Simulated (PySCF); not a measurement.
Working out the ionisation energy of Ne²⁺

Ne²⁺ [He] 2s2 2p4 (3P) → Ne³⁺ [He] 2s2 2p3 (4S). All numbers are calculated (PySCF 2.14, the non-relativistic Hamiltonian (point nucleus), in def2-QZVPPD). Frozen: nothing. Energies in hartree (1 hartree = 27.21139 eV):

```csv
part,Ne²⁺ (lower),Ne³⁺ (upper)
UHF,-126.380950,-124.108191
CCSD correlation,-0.194070,-0.143732
(T),-0.001861,-0.001151
```

**Question.** What does Hartree-Fock give?

**Answer.** (-124.108191) − (-126.380950) = 2.272759 hartree = 61.845 eV.

**Question.** What do CCSD and CCSD(T) give?

**Answer.** The CCSD correlation energies differ by 0.050338 hartree = 1.370 eV and the triples by 0.000710 hartree = 0.019 eV, so CCSD gives 63.215 eV and CCSD(T) 63.234 eV.

A first-order spin-orbit estimate adds 0.038 eV to CCSD(T) (valence and next inner shell), giving 63.272 eV against 63.423 eV (measured; NIST Atomic Spectra Database, ionization energies).

What remains against the reference includes basis incompleteness and higher excitations.
